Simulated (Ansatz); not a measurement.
A run for Ansatz (an electronic-structure program): R-CCSD(T)/def2-TZVPP on H3NOPb (SMILES [NH2][Pb][OH]), a point of a torsion scan. Elements past Kr take the def2 small-core potentials; no spin–orbit coupling. The run froze 11 orbitals, filled d shells among them.

Ansatz 0.2 input:
```yaml
crystal:
  periodic: [false, false, false]
  atoms:
    - {symbol: N, position_ang: [-1.23946286, -0.01146098, 0.15954695]}
    - {symbol: Pb, position_ang: [0.42125260, -1.14604239, 0.86181561]}
    - {symbol: O, position_ang: [1.91950066, -0.23121595, -0.36871861]}
    - {symbol: H, position_ang: [-2.18964350, -0.09681110, 0.48423858]}
    - {symbol: H, position_ang: [-1.23440352, 0.70589682, -0.54654922]}
    - {symbol: H, position_ang: [1.72646600, 0.12882240, -1.22830240]}
basis:
  gaussian:
    orbitals: def2-TZVPP
magnetization: {spin_polarized: false}
correlation: {method: ccsd_t, electrons: outside_noble_gas}
scf: {lower_state_search: off}
```

The log:

```
WARN ansatz: RAYON_NUM_THREADS=1 ignored (pool sized by the plan → 1); use --threads N
Functional definition: HF
these checks for a lower state are left out or cut short: stability, starts, cluster_reference, orbital_swaps, neighbouring_geometries, increment
integrals: 0.37 GiB planned
1116 factors; integrals over basis functions are off by at most 9.9e-4 eV
mean field: 0.43 GiB planned
mean field evaluation 1: about -8781.8980 eV, gradient 5.7e1 eV
mean field evaluation 2: about -8781.9153 eV, gradient 5.7e1 eV
mean field evaluation 4: about -8788.3119 eV, gradient 3.2e0 eV
mean field evaluation 8: about -8788.3729 eV, gradient 4.9e-1 eV
mean field evaluation 16: about -8788.3744 eV, gradient 1.2e-6 eV
mean field -8788.37437648 eV, -322.9668013615 hartree, gradient 1.2e-6 eV, S^2 0.000000; 0 other end points of the search recorded, 0 dependent functions left out
11 core orbitals not correlated, not the lowest: weight in the atoms' cores, before any rotation towards them, 0.538 or more for the frozen orbitals, at most 0.464 for the correlated occupied ones
reference -8788.37437648 eV, -322.9668013615 hartree; 9, 9 occupied and 134, 134 virtual orbitals, 1116 factors
second order -15.06180184 eV of doubles, -0.00000000 eV of singles
coupled cluster: 1.16 GiB planned
cycle   1  -14.82895004 eV  change    2.3e-1 eV  update   1.1e-1
cycle   2  -15.19854315 eV  change   -3.7e-1 eV  update   3.9e-2
cycle   3  -15.32318804 eV  change   -1.2e-1 eV  update   2.2e-2
cycle   4  -15.31657246 eV  change    6.6e-3 eV  update   7.9e-3
cycle   5  -15.31099898 eV  change    5.6e-3 eV  update   4.0e-3
cycle   6  -15.31257166 eV  change   -1.6e-3 eV  update   1.8e-3
cycle   7  -15.31217942 eV  change    3.9e-4 eV  update   5.0e-4
cycle   8  -15.31190176 eV  change    2.8e-4 eV  update   2.0e-4
cycle   9  -15.31193974 eV  change   -3.8e-5 eV  update   7.6e-5
cycle  10  -15.31194986 eV  change   -1.0e-5 eV  update   3.4e-5
cycle  11  -15.31192770 eV  change    2.2e-5 eV  update   1.5e-5
perturbative correction -0.61442984 eV, -0.0225798800 hartree
Total energy: -8804.30073401 eV, -323.5520842056 hartree
Checks for a lower state left out: stability, starts, cluster_reference, orbital_swaps, neighbouring_geometries, increment
```

Self-consistency was reached.

Cost: about 16 core-seconds (a rough figure).
